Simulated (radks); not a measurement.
Values are calculated unless marked as measured or tabulated.
Problem. Species: Cs3+. Configuration: [Kr] 4d10 5s2 5p4. Level of theory: Dirac Kohn-Sham, PBE, spin-unpolarised, spherical densities, finite nucleus; open shells fill j = l - 1/2 first; Fermi nuclear charge, rms radius 4.8041 fm (a radial shooting solver on a logarithmic mesh with Libxc functionals). Some entries of the table are withheld. Estimate them.

orbital,occ.,eigenvalue (eV),<r^2> (bohr^2),<1/r> (bohr^-1)
1s1/2,2,-35798.65,0.0009251,59.40
2s1/2,2,-5638.602,0.01477,(1)
2p1/2,2,-5306.564,0.01089,13.90
2p3/2,4,-4954.288,0.01216,12.73
3s1/2,2,(2),0.1021,4.989
3p1/2,2,-1057.111,(3),4.901
3p3/2,4,-989.5952,(4),4.611
3d3/2,4,-745.8024,0.08708,4.470
3d5/2,6,-731.4684,0.08934,4.396
4s1/2,2,-249.5433,0.5444,2.035
4p1/2,2,-199.7323,0.5902,1.929
4p3/2,4,-185.9420,0.6357,1.835
4d3/2,4,(5),0.7976,1.603
4d5/2,6,(6),0.8172,1.579
5s1/2,2,-53.8334,3.136,0.7883
5p1/2,2,-40.7898,3.939,0.6975
5p3/2,2,-38.8088,4.233,0.6686
5d3/2,0,-21.3560,7.735,0.4893
5d5/2,0,-21.1369,7.884,0.4842
6s1/2,0,-18.9418,14.79,0.3551
4f5/2,0,-18.4245,3.217,0.8874
4f7/2,0,-18.2899,3.276,0.8792

Solution. 
(1) 2s1/2 <1/r> (bohr^-1): 13.92
(2) 3s1/2 eigenvalue (eV): -1195.844
(3) 3p1/2 <r^2> (bohr^2): 0.09685
(4) 3p3/2 <r^2> (bohr^2): 0.1047
(5) 4d3/2 eigenvalue (eV): -104.8927
(6) 4d5/2 eigenvalue (eV): -102.5961
